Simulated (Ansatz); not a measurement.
A trace of molecular dynamics of H6O2Si2 (10 atoms, charge 0, multiplicity 1).

Method: RKS r2SCAN/6-31G (Ansatz 0.2.0).

* ensemble: NVE (velocity Verlet)
* starting velocities drawn for: 300 K
* seed: 844076

```json
{"time (fs)": "0", "T (K)": "300", "potential energy less start (eV)": "0.000", "conserved less start (meV/atom)": "0.00"}
{"time (fs)": "3", "T (K)": "150", "potential energy less start (eV)": "0.157", "conserved less start (meV/atom)": "0.16"}
{"time (fs)": "6", "T (K)": "127", "potential energy less start (eV)": "0.180", "conserved less start (meV/atom)": "0.13"}
{"time (fs)": "9", "T (K)": "153", "potential energy less start (eV)": "0.152", "conserved less start (meV/atom)": "0.03"}
{"time (fs)": "12", "T (K)": "51", "potential energy less start (eV)": "0.260", "conserved less start (meV/atom)": "0.19"}
{"time (fs)": "15", "T (K)": "213", "potential energy less start (eV)": "0.091", "conserved less start (meV/atom)": "0.05"}
{"time (fs)": "18", "T (K)": "163", "potential energy less start (eV)": "0.143", "conserved less start (meV/atom)": "0.11"}
{"time (fs)": "21", "T (K)": "147", "potential energy less start (eV)": "0.159", "conserved less start (meV/atom)": "0.12"}
{"time (fs)": "24", "T (K)": "188", "potential energy less start (eV)": "0.116", "conserved less start (meV/atom)": "0.07"}
{"time (fs)": "27", "T (K)": "68", "potential energy less start (eV)": "0.241", "conserved less start (meV/atom)": "0.17"}
{"time (fs)": "30", "T (K)": "181", "potential energy less start (eV)": "0.123", "conserved less start (meV/atom)": "0.04"}
{"time (fs)": "33", "T (K)": "137", "potential energy less start (eV)": "0.170", "conserved less start (meV/atom)": "0.14"}
{"time (fs)": "36", "T (K)": "118", "potential energy less start (eV)": "0.189", "conserved less start (meV/atom)": "0.13"}
{"time (fs)": "39", "T (K)": "183", "potential energy less start (eV)": "0.121", "conserved less start (meV/atom)": "0.05"}
{"time (fs)": "42", "T (K)": "64", "potential energy less start (eV)": "0.245", "conserved less start (meV/atom)": "0.18"}
{"time (fs)": "45", "T (K)": "154", "potential energy less start (eV)": "0.151", "conserved less start (meV/atom)": "0.06"}
{"time (fs)": "48", "T (K)": "169", "potential energy less start (eV)": "0.136", "conserved less start (meV/atom)": "0.09"}
{"time (fs)": "51", "T (K)": "138", "potential energy less start (eV)": "0.169", "conserved less start (meV/atom)": "0.16"}
{"time (fs)": "54", "T (K)": "226", "potential energy less start (eV)": "0.078", "conserved less start (meV/atom)": "0.06"}
{"time (fs)": "57", "T (K)": "124", "potential energy less start (eV)": "0.183", "conserved less start (meV/atom)": "0.11"}
{"time (fs)": "60", "T (K)": "116", "potential energy less start (eV)": "0.192", "conserved less start (meV/atom)": "0.11"}
{"time (fs)": "63", "T (K)": "129", "potential energy less start (eV)": "0.177", "conserved less start (meV/atom)": "0.10"}
{"time (fs)": "66", "T (K)": "115", "potential energy less start (eV)": "0.192", "conserved less start (meV/atom)": "0.13"}
{"time (fs)": "69", "T (K)": "228", "potential energy less start (eV)": "0.075", "conserved less start (meV/atom)": "0.08"}
{"time (fs)": "72", "T (K)": "189", "potential energy less start (eV)": "0.116", "conserved less start (meV/atom)": "0.12"}
{"time (fs)": "75", "T (K)": "173", "potential energy less start (eV)": "0.132", "conserved less start (meV/atom)": "0.09"}
{"time (fs)": "78", "T (K)": "158", "potential energy less start (eV)": "0.148", "conserved less start (meV/atom)": "0.09"}
{"time (fs)": "81", "T (K)": "72", "potential energy less start (eV)": "0.237", "conserved less start (meV/atom)": "0.17"}
```

Task: Is this trajectory sound?

Result: The conserved energy stayed within 0.21 meV per atom of its start (net change 0.099 meV per atom), so the integration is sound. Over the second half the temperature averaged 0.49 of the 300 K drawn at the start: a run that starts near a minimum puts about half its kinetic energy into the potential. A run of 0.083 ps of so small a system gives no equilibrium averages. Limits of this set-up: no polarisation functions. The time step was 0.5 fs.

Run time: 6.1 min on 2 threads of Intel(R) Xeon(R) Platinum 8259CL CPU @ 2.50GHz (Skylake/Cascade Lake), with other jobs on the host, peak memory 0.15 GiB.
